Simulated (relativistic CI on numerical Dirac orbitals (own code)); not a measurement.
Radial Dirac CI calculation of Lu⁺.

Command:

```sh
python run_levels.py task.json out
```

Input:

```
atom Lu  Z=71  charge=1  electrons=70
nucleus A=175  rms_radius_fm=5.3700
hamiltonian dirac-coulomb  breit=on  qed=on  c_scale=1
orbitals kli  potential=per-configuration
slater_scale 1
correlation none
mixing on
grid step=0.0125 r_max=389.1
scf mixing=0.4 start=green max_iterations=20 tolerance=1e-05 node_fill=0.05
configurations
  [Xe] 4f14 6s2
  [Xe] 4f14 5d 6s
  [Xe] 4f14 5d2
  [Xe] 4f14 6s 6p
  [Xe] 4f14 6p2
end
```

Output:

```
SCF 1: [Xe] 4f14 6s2
 iter      energy (Ha)   residual   last orbital (Ha)
    1    -14545.128965   3.11e+00     -0.79076
    2    -14571.250656   5.65e-01     -0.52511
    3    -14572.001798   2.75e-01     -0.48352
    4    -14572.235821   7.91e-02     -0.46723
    5    -14572.207120   8.90e-02     -0.46425
    6    -14572.235874   2.20e-02     -0.46904
    7    -14572.235136   1.51e-02     -0.46851
    8    -14572.232753   7.74e-04     -0.46765
    9    -14572.232957   2.03e-04     -0.46766
   10    -14572.232924   1.58e-05     -0.46765
   11    -14572.232922   1.63e-07     -0.46765
SCF 2: [Xe] 4f14 5d 6s
 iter      energy (Ha)   residual   last orbital (Ha)
    1    -14543.807973   3.20e+00     -0.79076
    2    -14571.191623   5.57e-01     -0.51040
    3    -14571.938441   2.88e-01     -0.50716
    4    -14572.145132   1.35e-01     -0.50876
    5    -14572.168879   4.60e-02     -0.50991
    6    -14572.184034   4.56e-02     -0.51303
    7    -14572.181677   1.94e-02     -0.51265
    8    -14572.178809   1.12e-03     -0.51304
    9    -14572.178427   9.47e-04     -0.51312
   10    -14572.178598   4.71e-06     -0.51314
SCF 3: [Xe] 4f14 5d2
 iter      energy (Ha)   residual   last orbital (Ha)
    1    -14542.351523   3.25e+00     -1.31122
    2    -14571.050623   5.53e-01     -0.47596
    3    -14571.853013   2.88e-01     -0.39138
    4    -14572.087955   4.83e-02     -0.35395
    5    -14572.080569   2.21e-02     -0.36433
    6    -14572.088986   1.95e-02     -0.36586
    7    -14572.077901   4.32e-02     -0.35940
    8    -14572.085890   2.02e-03     -0.36421
    9    -14572.086035   1.29e-03     -0.36421
   10    -14572.086267   7.92e-06     -0.36427
SCF 4: [Xe] 4f14 6s 6p
 iter      energy (Ha)   residual   last orbital (Ha)
    1    -14545.214427   3.08e+00     -0.48166
    2    -14571.127245   5.65e-01     -0.34892
    3    -14571.875103   2.75e-01     -0.33348
    4    -14572.110230   7.97e-02     -0.33053
    5    -14572.082616   8.73e-02     -0.32992
    6    -14572.110421   1.82e-02     -0.33274
    7    -14572.109596   1.07e-02     -0.33244
    8    -14572.107809   6.38e-04     -0.33219
    9    -14572.108016   3.77e-04     -0.33221
   10    -14572.107940   4.52e-05     -0.33221
   11    -14572.107950   4.33e-07     -0.33221
SCF 5: [Xe] 4f14 6p2
 iter      energy (Ha)   residual   last orbital (Ha)
    1    -14545.229059   3.05e+00     -0.48166
    2    -14570.949704   5.65e-01     -0.35083
    3    -14571.697478   2.75e-01     -0.33758
    4    -14571.934133   8.02e-02     -0.33657
    5    -14571.907526   8.70e-02     -0.33613
    6    -14571.934640   1.37e-02     -0.33889
    7    -14571.933865   6.78e-03     -0.33859
    8    -14571.932644   5.89e-04     -0.33844
    9    -14571.932810   2.56e-04     -0.33846
   10    -14571.932759   4.06e-05     -0.33846
   11    -14571.932767   1.03e-07     -0.33846
orbital energies (Ha): 4d3/2 -7.6769  4d5/2 -7.3171  4f5/2 -0.7879  4f7/2 -0.7321  5s -2.6025  5p1/2 -1.7020  5p3/2 -1.4469  6s -0.4677
configuration averages (Ha): Dirac-Coulomb, Breit, QED
  6s2                         -14572.232922   14.856188   10.050179
  6s 5d                       -14572.178598   14.855711   10.049602
  5d2                         -14572.086267   14.855242   10.049048
  6s 6p                       -14572.107950   14.856183   10.049766
  6p2                         -14571.932767   14.856162   10.049289
levels: no., configuration, term, J, E (cm-1), weight
   1 6s2                    1S   0                0.0  0.94
   2 6s 5d                  3D   1            13627.4  1.00
   3 6s 5d                  3D   2            14131.5  0.97
   4 6s 5d                  3D   3            15288.9  1.00
   5 6s 5d                  1D   2            18747.1  0.82
   6 6s 6p                  3P*  0            24113.1  1.00
   7 6s 6p                  3P*  1            25672.6  0.99
   8 6s 6p                  3P*  2            29078.1  1.00
   9 5d2                    3F   2            31209.3  0.99
  10 5d2                    3F   3            32066.7  1.00
  11 5d2                    3F   4            33164.5  1.00
  12 5d2                    3P   0            37741.8  0.93
  13 5d2                    3P   1            38249.3  0.96
  14 5d2                    3P   2            38385.3  0.67
lowest total energy -14547.350494 Ha
end: converged
```

Against the reference input this run has: iteration limit 20, SCF tolerance 1e-05, end of the grid at 389.1 bohr. The reference run ends at -14547.350494 Ha with Breit and QED terms. The change (iteration limit 20, SCF tolerance 1e-05, end of the grid at 389.1 bohr) leaves the energy and the levels as they were.

With so few configurations and no correlation, terms lie too far apart (by 10 to 50 % or more near neutrality), their order can be wrong, and levels of other configurations are missing.
